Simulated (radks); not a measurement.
Task: Species: Zn2+. Configuration: [Ar] 3d10. Calculated with a radial shooting solver on a logarithmic mesh with Libxc functionals: non-relativistic Kohn-Sham, TPSS, spin-polarised, spherical densities, point nucleus; meta-GGA in the generalised Kohn-Sham scheme. Some entries of the table are withheld. Estimate them.

| orbital | occ. | eigenvalue (hartree) | r(max) (bohr) |
|---|---|---|---|
| 1s | 2 | -347.0102 | (1) |
| 2s | 2 | (2) | (3) |
| 2p | 6 | -37.46699 | 0.1534 |
| 3s | 2 | -5.40117 | (4) |
| 3p | 6 | (5) | 0.5963 |
| 3d | 10 | (6) | 0.5660 |

Result: 
(1) 1s r(max) (bohr): 0.03371
(2) 2s eigenvalue (hartree): -42.47398
(3) 2s r(max) (bohr): 0.1922
(4) 3s r(max) (bohr): 0.5966
(5) 3p eigenvalue (hartree): -3.80923
(6) 3d eigenvalue (hartree): -1.13635
